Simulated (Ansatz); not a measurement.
```yaml
crystal:
  periodic: [true, true, true]
  atoms:
    - {symbol: C, position_ang: [-0.757523, -0.130586, 1.038986]}
    - {symbol: C, position_ang: [0.054800, 0.485411, -0.067828]}
    - {symbol: Cl, position_ang: [1.744622, 0.875720, 0.505858]}
    - {symbol: B, position_ang: [0.610340, -0.438472, -1.198472]}
    - {symbol: Cl, position_ang: [0.786360, 0.153735, -2.831661]}
    - {symbol: H, position_ang: [-0.864756, 0.551963, 1.884169]}
    - {symbol: H, position_ang: [-0.304073, -1.057896, 1.392065]}
    - {symbol: H, position_ang: [-1.757166, -0.361749, 0.658502]}
    - {symbol: H, position_ang: [-0.355127, 1.434360, -0.411251]}
    - {symbol: H, position_ang: [0.925724, -1.563587, -0.967469]}
basis:
  gaussian: {orbitals: def2-SVPD}
total_charge: 1
magnetization: {spin_polarized: true, initial_magnetization: 1}
hamiltonian: {xc: {name: wPBEh}}
scf: {lower_state_search: light}
output: {forces: true}
```

```sh
$ ansatz run in.yaml --threads 4 --pin off --events-out ev --progress --plain --max-ram 10444MiB
```

Shortened log:

```
Error: YAML parse error: error: line 2 column 3: crystal: missing field `lattice` (a structure is typed as `lattice` and `atoms`, a molecule's as `atoms` in Å alone, or read from a run's directory, `checkpoint`)
 --> <input>:2:3
1 | crystal:
2 |   periodic: [true, true, true]
3 |   atoms:
4 |     - {symbol: C, position_ang: [-0.757523, -0.130586, 1.038986]}
```

Problem. Something in this input is off. What?

Solution. The molecule is marked periodic without a cell. The program refused the input.
